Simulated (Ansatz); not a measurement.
Cost and result up the ladder for SnH3(nBu) (C₄H₁₂Sn) (17 atoms). Charge 0, multiplicity 1. Geometry: B3LYP-D4/def2-SVP.

```xyz
17

C    -0.8850   -0.3486   -0.0910
C     0.4321   -0.0293    0.6237
C     1.6906   -0.3572   -0.1956
C     1.8509    0.4726   -1.4695
Sn   -2.6536    0.0529    1.1158
H    -4.0879   -0.3395    0.2451
H    -2.6025   -0.8874    2.5598
H    -2.7036    1.7205    1.5492
H    -0.9262   -1.4126   -0.3800
H    -0.9962    0.2366   -1.0177
H     0.4568    1.0408    0.9020
H     0.4800   -0.5873    1.5754
H     2.5754   -0.2069    0.4480
H     1.6821   -1.4325   -0.4519
H     2.7918    0.2300   -1.9884
H     1.0300    0.2956   -2.1827
H     1.8652    1.5523   -1.2422
```

Ansatz on 4 threads of Arm Neoverse V1 on a shared host. Times are rough, and most runs start from the orbitals of an earlier one. PBE0-D4/def2-TZVP serves as the yardstick here, not as an exact answer. Differences are given only for rows in sets of like size (and for xTB, whose basis is part of the method), since another set adds its own error. Binding counts from free atoms at the same level (C triplet, Sn triplet, H doublet; other spins of the atoms weren't run), without zero-point energy or a counterpoise term.

In the def2 sets Sn takes a core potential, while STO-3G treats all electrons; there is no spin–orbit coupling. LC-ωPBE has ω = 0.4 bohr⁻¹. Correlated methods freeze 8 core orbitals; core or outer-core shells of Sn are correlated, in sets that lack core-valence functions. The rows differ in basis, and correlated rows in double-zeta sets carry the largest basis error. Another isomer (singlet) lies 0.81 eV lower at PBE0-D4/def2-TZVP; other spin states weren't run for this one.

Correlated methods converge slowly with the basis, most of all in double-zeta sets.

```
                         level  functions  wall time  binding energy per atom (eV)  difference from PBE0-D4/def2-TZVP (eV)
                     HF/STO-3G         59      0.4 s                          3.73                                       –
               PBE-D4/def2-SVP        142      1.6 s                          3.73                                       –
              PBE0-D4/def2-SVP        142      1.9 s                          3.70                                       –
             BLYP-D4/def2-TZVP        246      2.8 s                          3.64                                   -0.04
PBE-D4/def2-TZVP (with forces)        246      3.3 s                          3.71                                    0.03
             LC-ωPBE/def2-TZVP        246      3.3 s                          3.66                                   -0.02
            BHLYP-D4/def2-TZVP        246      3.9 s                          3.60                                   -0.08
             PBE0-D4/def2-TZVP        246        4 s                          3.68                                    0.00
                 MP2/def2-TZVP        246        4 s                          3.54                                   -0.13
           r2SCAN-D4/def2-TZVP        246      5.5 s                          3.67                                   -0.01
              CCSD(T)/def2-SVP        142       32 s                          3.53                                       –
```
